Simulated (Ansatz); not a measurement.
# Molecular dynamics of CH$_{3}$BFN

The input (input.yaml):

```yaml
crystal:
  periodic: [false, false, false]
  atoms:
    - { symbol: F, position_ang: [-1.036922, -1.904668, 0.558087] }
    - { symbol: B, position_ang: [-0.438026, -0.802921, 0.185525] }
    - { symbol: C, position_ang: [0.399953, 0.46506, 0.443445] }
    - { symbol: "N", position_ang: [-0.168322, 0.000753, -0.85065] }
    - { symbol: H, position_ang: [1.487897, 0.435071, 0.534406] }
    - { symbol: H, position_ang: [-0.034912, 1.373543, 0.865841] }
    - { symbol: H, position_ang: [-0.148368, 0.365261, -1.782355] }
basis:
  gaussian: { orbitals: def2-SVP }
hamiltonian:
  xc: { name: BHLYP }
  dispersion: d4
md:
  timestep: 0.5
  n_steps: 300
  ensemble: nvt_nose_hoover
  temperature: 1000.0
  initial_velocities: maxwell_boltzmann
  seed: 591571
  nose_hoover: { tau: 300.0, chain_length: 1 }
scf:
  lower_state_search: "off"
```

Command:

```bash
$ ansatz run input.yaml --threads 1 --pin off --max-ram 2048MiB --backend cpu --events-out ev --progress --plain --runs-dir out
```

It starts from a relaxed structure.

Output, in part (step lines, the closing report, with atoms numbered from 0):

```
md step     0: t =     0.00 fs  T =  1000.0 K  F+E_penalty+E_count = -5962.42991063 eV  E_kin = 0.646300 eV  conserved = -5961.78361063 eV  (14 SCF iters)
[... lines left out ...]
Total energy: -5961.95240200 eV, -219.0977096170 hartree
Atom 0 at    -1.078766    -1.851091     0.566726 Å, force    -0.148514    -1.153346     0.002803 eV/Å
Atom 1 at    -0.307163    -0.911385     0.130411 Å, force    -0.209299     0.541128     2.225851 eV/Å
Atom 2 at     0.368527     0.478706     0.404318 Å, force    -0.270256     0.103319     2.714442 eV/Å
Atom 3 at    -0.142408    -0.022845    -0.808628 Å, force     0.706242    -0.120703    -1.786761 eV/Å
Atom 4 at     1.418813     0.685792     0.514653 Å, force     0.613176    -0.033507    -0.184604 eV/Å
Atom 5 at    -0.252208     1.259649     0.913766 Å, force     0.433466    -0.513124    -0.348102 eV/Å
Atom 6 at    -0.462380     0.547145    -1.499999 Å, force    -1.124814     1.176233    -2.623630 eV/Å
Dipole moment:     0.015340     0.233052    -0.255265 e Å
```

The steps, from the saved trajectory:

```tsv
time (fs)	T (K)	potential energy less start (eV)	conserved less start (meV/atom)
0.0	1000	0.000	0.00
5.0	597	0.262	0.20
10.0	410	0.384	0.34
15.0	549	0.295	0.50
20.0	442	0.366	0.60
25.0	298	0.459	0.71
30.0	478	0.343	0.60
35.0	484	0.338	0.36
40.0	546	0.299	0.39
45.0	364	0.417	0.45
50.0	593	0.270	0.43
55.0	402	0.397	0.65
60.0	403	0.398	0.78
65.0	541	0.309	0.69
70.0	544	0.308	0.58
75.0	491	0.343	0.55
80.0	510	0.331	0.31
85.0	374	0.421	0.43
90.0	530	0.321	0.44
95.0	443	0.380	0.53
100.0	344	0.447	0.65
105.0	611	0.275	0.64
110.0	390	0.420	0.63
115.0	599	0.284	0.21
120.0	645	0.258	0.32
125.0	749	0.191	0.09
130.0	711	0.219	0.18
135.0	584	0.306	0.39
140.0	641	0.272	0.50
145.0	525	0.350	0.51
150.0	329	0.478	0.42
```

The run went to its last step. The conserved energy stayed within 0.87 meV per atom of its start (net change 0.42 meV per atom), so the integration is sound. The mean temperature of the second half is 49 % below the set value. A run of 0.15 ps of so small a system gives no equilibrium averages.

The same pairs are bonded in the first frame and the last. Pairs count as bonded within 1.25 times the sum of covalent radii (0.12 Å more for H–H).

Last frame:

```xyz
7
Properties=species:S:1:pos:R:3
F -1.079 -1.851 0.567
B -0.307 -0.911 0.130
C 0.368 0.479 0.404
N -0.142 -0.023 -0.809
H 1.419 0.686 0.515
H -0.252 1.260 0.914
H -0.462 0.547 -1.500
```

Run time: 6.1 min on 1 thread of Arm Neoverse V2, with other jobs on the host, peak memory 0.11 GiB.
